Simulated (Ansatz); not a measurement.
Reaction (formal exchange of groups at the Al–B bond): `[BH2][AlH][CH3]` + `C#C` → `C#[C][AlH][CH3]` + BH₃

Computed with Ansatz on PBE0-D4/def2-TZVP structures; ΔE is electronic, products minus reactants. CCSD(T)/CBS adds triple-zeta CCSD(T) − MP2 to the extrapolated MP2 energy (def2 sets, frozen cores). This one scheme is used for every species. Functionals use def2-TZVPP.

`[BH2][AlH][CH3]`:

Cartesian coordinates in Å:
```
B 0.832 -0.255 -1.833
Al 0.651 -0.076 0.271
C -1.053 0.252 1.181
H 0.732 -1.303 -2.411
H 1.049 0.679 -2.556
H 1.961 -0.227 1.177
H -1.887 0.454 0.506
H -1.321 -0.619 1.790
H -0.964 1.095 1.874
```

`C#C`:

Cartesian coordinates in Å:
```
C 0.137 -0.563 0.149
C -0.137 0.563 -0.149
H 0.381 -1.565 0.414
H -0.381 1.565 -0.414
```

`C#[C][AlH][CH3]`:

Cartesian coordinates in Å:
```
C 0.512 -1.043 2.491
C 0.609 -0.582 1.375
Al 0.757 0.148 -0.387
C -0.871 0.582 -1.356
H 0.429 -1.450 3.473
H 2.213 0.359 -0.972
H -1.473 -0.319 -1.517
H -1.496 1.269 -0.776
H -0.680 1.037 -2.331
```

BH₃:

```xyz
4

B     0.000    0.000    0.000
H     0.626    1.016   -0.008
H    -0.539   -0.377   -0.996
H    -0.087   -0.639    1.004
```

| level | ΔE (eV) |
| --- | --- |
| PBE0-D4 | -0.90 |
| PBE | -0.84 |
| r2SCANh | -0.98 |
| CCSD/def2-SVP | -0.94 |

(1) What does CCSD(T)/CBS give? (An estimate is asked.)

Largest T1 diagnostic among the species: 0.013.

## Answers

(1) Computed: -0.99 eV. The listed levels differ from it by 0.09, 0.15, 0.01, 0.05 eV.

From BLYP to BHLYP (50 % exact exchange), in def2-TZVPP and without D4, ΔE moves by −0.08 eV. At CCSD(T), def2-SVP lies +0.03 eV from the extrapolated value and def2-TZVPP −0.01 eV.
